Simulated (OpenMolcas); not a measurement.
**Pm3+: moving or changing the point charges**

Pm3+ among 6 point charges of -1.5 e arranged as a trigonal antiprism (D3d), 2.39 Å from the ion, with a polar angle of 60.8° against the regular 54.74°.
```
   0.0000    2.0854    1.1676  -1.50
  -1.8060   -1.0427    1.1676  -1.50
   1.8060   -1.0427    1.1676  -1.50
   0.0000   -2.0854   -1.1676  -1.50
   1.8060    1.0427   -1.1676  -1.50
  -1.8060    1.0427   -1.1676  -1.50
```

| Quantity | Value |
| --- | --- |
| Program | OpenMolcas 26.06 |
| Method | CASSCF |
| Basis | ANO-RCC-VDZP [7s6p4d2f1g] |
| Scalar Hamiltonian | DKH2, point nucleus |
| Active space | 4 electrons in 7 orbitals (4f) |
| State averaging | 2S+1 = 5 even, 35 roots (32 in the spin-orbit step); 2S+1 = 3 even, 117 roots kept (CI in the orbitals of an earlier block, 106 in the spin-orbit step); 2S+1 = 1 even, 75 roots kept (CI in the orbitals of an earlier block, 31 in the spin-orbit step) |
| Spin-orbit coupling | RASSI with atomic mean-field integrals over the reference wave functions |

Runs around this geometry, states (labels of D3, the rotations of D3d). Energies in cm-1 above the lowest state or level, χT in cm3 K/mol.

```json
{"R (Å)": "2.39", "q (e)": "-0.75", "Ground state": "5A1", "First state of that spin": "5A2 1.1", "First gap with spin-orbit (degeneracies)": "72.4 (2, 1)", "Width of lowest J": "201", "χT at 300 K": "0.994"}
{"R (Å)": "2.39", "q (e)": "-1.5", "Ground state": "5A1", "First state of that spin": "5A2 2.2", "First gap with spin-orbit (degeneracies)": "143.5 (2, 1)", "Width of lowest J": "401", "χT at 300 K": "0.971"}
{"R (Å)": "2.66", "q (e)": "-1.5", "Ground state": "5A1", "First state of that spin": "5A2 0.8", "First gap with spin-orbit (degeneracies)": "113.1 (2, 1)", "Width of lowest J": "278", "χT at 300 K": "0.988"}
{"R (Å)": "2.82", "q (e)": "-1.5", "Ground state": "5A1", "First state of that spin": "5A2 0.5", "First gap with spin-orbit (degeneracies)": "97.6 (2, 1)", "Width of lowest J": "229", "χT at 300 K": "0.994"}
```

Taking the width of the lowest J multiplet as R^-n, n = -ln(229 / 401) / ln(2.82 / 2.39) = 3.4 between the shortest and longest distance.

Scaling the charges by -0.75 / -1.5 = 0.50 scales the width of the lowest J multiplet by 201 / 401 = 0.50; with fixed orbitals a first-order splitting would follow the charge.

High states are left out of the spin-orbit mixing, which shifts the levels that they would mix with. Point charges carry no covalency, so the field is a model and not that of real ligands. A group larger than the point group allows holds several states that coincide in this model. No measured value stands beside these numbers.
